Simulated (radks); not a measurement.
Results of a calculation; reference values are marked as such.
Species: the palladium ion Pd+. Configuration: [Kr] 4d6.5 5s1 5p1.5 (fractional occupations, a model configuration).

Code: a radial shooting solver on a logarithmic mesh with Libxc functionals. Model: scalar-relativistic Kohn-Sham, PBEsol, spin-polarised, spherical densities, finite nucleus; open shells are filled with parallel spins first (spin-orbit coupling, left out, can overturn this in heavy ions); Fermi nuclear charge, rms radius 4.5318 fm.

Energy parts (eV):
part                       energy
total                 -137207.114
kinetic                142306.645
electron-nucleus      -330569.816
Hartree                 54880.290
exchange-correlation    -3824.234

Orbitals (lengths in bohr, moments of r in powers of bohr; <r^-3> diverges for s and p1/2):
orbital  occ.  eigenvalue (eV)     <r^2>  <r^-3>   <1/r>
1s up       1        -24176.40  0.001372       -   48.21
1s down     1        -24176.33  0.001372       -   48.21
2s up       1        -3552.380   0.02258       -   10.93
2s down     1        -3551.682   0.02258       -   10.94
2p up       3        -3188.156   0.01778    3501   10.58
2p down     3        -3187.600   0.01778    3502   10.58
3s up       1        -661.0812    0.1649       -   3.825
3s down     1        -660.6412    0.1648       -   3.825
3p up       3        -541.4312    0.1668   618.0   3.644
3p down     3        -540.9391    0.1667   617.9   3.644
3d up       5        -351.3310    0.1527   84.16   3.419
3d down     5        -350.6403    0.1525   84.15   3.419
4s up       1        -110.8033    0.9937       -   1.469
4s down     1        -107.9120    0.9886       -   1.474
4p up       3         -76.1598     1.195   103.1   1.325
4p down     3         -73.1458     1.188   104.0   1.330
4d up       5         -26.4105     2.065   8.878   1.011
4d down   1.5         -23.1845     2.056   8.997   1.016
5s up       1         -16.8028     7.260       -  0.5075
5s down     0         -13.7381     7.595       -  0.4969
5p up     1.5         -10.3632     10.86   9.829  0.4116
5p down     0          -7.6234     11.96   8.734  0.3934

The highest occupied level is 5p up at -10.363 eV. The configuration is held as typed, so some empty levels lie below it. The density falls to 0.001 e/bohr^3 at r = 4.45 bohr. The electron density at the nucleus is 1.358e+05 e/bohr^3 (large components only). Summed over all electrons, <r^2> = 49.10 bohr^2, which gives a Langevin (diamagnetic) susceptibility term of -38.9 x 10^-6 cm^3/mol.
